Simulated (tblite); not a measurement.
C₆H₁₀F₂SSi.
InChI=1S/C6H10F2SSi/c7-3-1-5-4(8)2-10-6(3)9-5/h3-6H,1-2,10H2/t3-,4-,5+,6+/m1/s1

Computed values, GFN2-xTB/tblite, gas phase, harmonic and unscaled. The method is semi-empirical: single wavenumbers can be off by several per cent or more. Modes of hydrogen on silicon can be 10 to 20 % off.

Harmonic wavenumbers (cm⁻¹): 70.5, 95.0, 157.2, 196.1, 221.6, 258.6, 322.2, 371.2, 396.8, 436.3, 485.3, 538.2, 554.8, 616.4, 632.8, 645.3, 702.4, 735.9, 749.8, 756.5, 787.3, 816.0, 872.8, 903.1, 961.6, 992.1, 1023.2, 1033.4, 1086.6, 1113.6, 1118.0, 1154.5, 1165.0, 1182.6, 1201.5, 1227.3, 1250.6, 1285.8, 1293.7, 1302.0, 1316.9, 1330.3, 1454.9, 1468.5, 2235.0, 2337.7, 2852.9, 2899.6, 2973.9, 2983.4, 2990.4, 3002.9, 3004.4, 3018.2.

A = 1468, B = 886.2, C = 782.7 MHz; mass 180.024 u (most abundant isotopes); point group C1, symmetry number 1.

Zero-point energy?

Half the sum of the wavenumbers: 32291 cm⁻¹ = 92.33 kcal/mol.

Give the ideal-gas entropy at 500 K and 1 bar in the rigid-rotor, harmonic-oscillator model (classical rotation).

Translation 44.07, rotation 31.68, vibration 48.92: S = 124.7 cal/(mol K).

And Cp and H(500 K) − H(0)?

Cp = 63.49 cal/(mol K), of which vibrations give 55.54 (their classical limit is 54 R = 107.3); H(500 K) − H(0) = 17.61 kcal/mol without the zero-point energy, 13.64 from vibrations.

How do the functions run with temperature in this model?

```csv
T (K),S (cal/(mol K)),Cp (cal/(mol K)),H − H(0) (kcal/mol),G − H(0) (kcal/mol),ln q(vib)
100,68.6,16.8,1.16,-5.70,1.00
200,83.8,28.7,3.42,-13.34,3.11
300,97.9,41.8,6.94,-22.42,5.54
800,159.1,82.5,39.81,-87.46,19.02
1000,178.4,90.2,57.12,-121.25,24.13
```

q(vib) and H(0) count from the zero-point level.

Blend soft modes into free rotors: weight 1/[1 + (100 cm⁻¹/ν̃)⁴] for the oscillator and the rest for a rotor with moment μB/(μ + B), μ = h/(8π²ν), B = 10⁻⁴⁴ kg m². What vibrational entropy results?

47.00 cal/(mol K) in place of 48.92, which changes −T·S at 500 K by +0.96 kcal/mol.

Hindered rotation and anharmonicity are outside this model. The structure is chiral; the term R ln 2 for an equal mix with its mirror image is left out.
